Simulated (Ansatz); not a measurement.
The cluster Zr₃O₄⁺, relaxed as a doublet with UKS PBE0-D4/def2-SVP in Ansatz, starting from the GFN2-xTB geometry. Force threshold 0.02 eV/Å.

In the def2 sets Zr takes a core potential; there is no spin–orbit coupling. The structure holds 1 bond(s) between oxygen atoms. The relaxation made no stability test and no search for a lower SCF solution. No other spin state of charge 1 was run. Another isomer (doublet) lies 6.20 eV lower at PBE0-D4/def2-TZVP; other spin states weren't run for this one.

Start:

Cartesian coordinates in Å:
```
Zr 0.8580 -0.7608 -1.6631
Zr -2.1068 -0.5421 0.0651
Zr 0.1506 1.0450 1.7606
O 1.7113 0.0873 0.7256
O 1.5702 1.2140 -0.1854
O -0.7606 -1.7626 0.3912
O -1.4227 0.7191 -1.0939
```

(1) Estimate the energy that the relaxation releases and the steps that it takes.

(2) Does the start keep its bonding?

(3) Predict the relaxed structure.

## Answers

(1) 5.94 eV, in 16 steps; 2 min on 4 threads of Arm Neoverse V1 on a shared host. No frequencies were taken in this run, so the end may be a saddle point.

(2) By distances, no bond broke or formed. The bond that changes most is Zr1–O6, from 2.80 to 1.96 Å (atoms count from 1).

(3) 
```xyz
7

Zr    0.450   -0.486   -0.981
Zr   -1.917   -0.332    0.299
Zr    0.229    1.057    1.608
O     1.761   -0.020    0.637
O     1.431    1.202   -0.119
O    -0.686   -1.790   -0.055
O    -1.268    0.369   -1.390
```
Bond lengths (bridged metal pairs left out): 8 × O–Zr 1.94 to 2.13 Å; 1 × Zr–Zr 2.87 Å; 1 × O–O 1.47 Å.
